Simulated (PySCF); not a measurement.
# PbH₄ + CH₂ → PbH₂ + CH₄

Level: PBE0 in the def2-TZVP basis family, computed in PySCF with density fitting; scalar-relativistic core potentials for atoms from Rb on, none lighter, no spin–orbit coupling; open shells unrestricted.

```json
{"species": "PbH₄", "state and structure": "singlet, Td, Pb–H 1.750 Å (×4)", "E (Eh)": "-195.19025", "ZPE (kJ/mol)": "64.3", "H(298 K) − H(0) (kJ/mol)": "11.7", "S° (J/(mol K))": "237.8"}
{"species": "CH₂", "state and structure": "triplet, C2v, C–H 1.079 Å (×2); H–C–H 134.8°", "E (Eh)": "-39.11549", "ZPE (kJ/mol)": "45.5", "H(298 K) − H(0) (kJ/mol)": "10.0", "S° (J/(mol K))": "195.3"}
{"species": "PbH₂", "state and structure": "singlet, C2v, Pb–H 1.843 Å (×2); H–Pb–H 90.1°", "E (Eh)": "-194.02333", "ZPE (kJ/mol)": "23.8", "H(298 K) − H(0) (kJ/mol)": "10.2", "S° (J/(mol K))": "237.7"}
{"species": "CH₄", "state and structure": "singlet, Td, C–H 1.090 Å (×4)", "E (Eh)": "-40.47415", "ZPE (kJ/mol)": "117.5", "H(298 K) − H(0) (kJ/mol)": "10.0", "S° (J/(mol K))": "186.2"}
```

(1) What is the electronic reaction energy?

(2) Add zero-point, thermal and entropy terms for 298.15 K and 1 bar.

## Answers

(1) At PBE0/def2-TZVP, ΔE = -503.4 kJ/mol from the differences of the total energies times 2625.5, downhill. Both ends count: the low oxidation state of carbon is very reactive, and lead holds its high one more weakly.

(2) ΔZPE = 31.5 and Δ[H(298) − H(0)] = -1.5 kJ/mol give ΔH° = -473.4 kJ/mol. ΔS° = -9.2 J/(mol K), so ΔG° = -473.4 − 298.15 × (-0.0092) = -471 kJ/mol.

Spin–orbit coupling is large for PbH₄, PbH₂ and is left out. The structures come from searches over a few start shapes, so lower isomers are not excluded.
